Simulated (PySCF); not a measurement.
**From computed data to an observable: oscillator strength and radiative lifetime**

Al(Cl)(F)(SMe) (CH3AlClFS), SMILES C[S][Al]([F])[Cl].

The structure is a stationary point at PBE0-D3(BJ)/def2-SVP. The structure was generated by enumeration; whether it is a known compound was not checked. Other conformers were not sampled.

TDA-ωB97X/def2-SVPD (PySCF 2.14.0) puts the first singlet state with f over 0.02 at 5.71 eV (vertical), with the transition dipole (0.000, 0.000, -0.498) in atomic units.

### Question
Find the oscillator strength, the wavelength and the radiative lifetime that this transition would have in vacuum if emission retraced absorption.

### Answer

|μ|² = 0.2480 au, so |μ| = 1.27 D. ΔE = 5.71/27.211 = 0.2098 hartree. f = (2/3) ΔE |μ|² = 0.035 (the program prints 0.035).
λ = 1239.84/5.71 = 217 nm; ν = 46054 cm⁻¹.
Einstein's coefficient A = 0.6670 ν² f s⁻¹ (ν in cm⁻¹) = 4.9e7 s⁻¹, so τ = 1/A = 20 ns. This state is S1. The figure is the radiative limit of this one transition; relaxation, internal conversion, crossing to triplets and a medium change what is measured.
